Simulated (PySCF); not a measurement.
C6H8OSi, SMILES O[SiH2]c1ccccc1 (GFN2-xTB optimised geometry):

```
16

O     -0.600    -3.106     0.358
Si    -1.534    -1.830    -0.025
C     -0.549    -0.218     0.000
C     -1.196     1.015    -0.006
C     -0.485     2.201    -0.007
C      0.900     2.178    -0.003
C      1.564     0.964     0.000
C      0.844    -0.218     0.000
H     -0.108    -3.146     1.174
H     -2.645    -1.704     0.925
H     -1.964    -2.190    -1.370
H     -2.277     1.040    -0.009
H     -1.010     3.146    -0.011
H      1.458     3.103    -0.002
H      2.645     0.938     0.001
H      1.373    -1.161    -0.004
```

Method: CAM-B3LYP/def2-TZVP run with PySCF.

**Question.** What are the frontier orbital energies and the dipole moment?

**Answer.** HOMO-2 -9.84 eV, HOMO-1 -8.65 eV, HOMO -8.59 eV, LUMO 0.43 eV, LUMO+1 0.75 eV; dipole moment 1.76 D.

Meta-Löwdin charges at CAM-B3LYP/def2-TZVP: O1 -0.76, Si2 0.91, C3 -0.26, C4 -0.11, C5 -0.12, C6 -0.11, C7 -0.12, C8 -0.11, H9 0.35, H10 -0.14, H11 -0.12, H12 0.11, H13 0.12, H14 0.12, H15 0.12, H16 0.11.
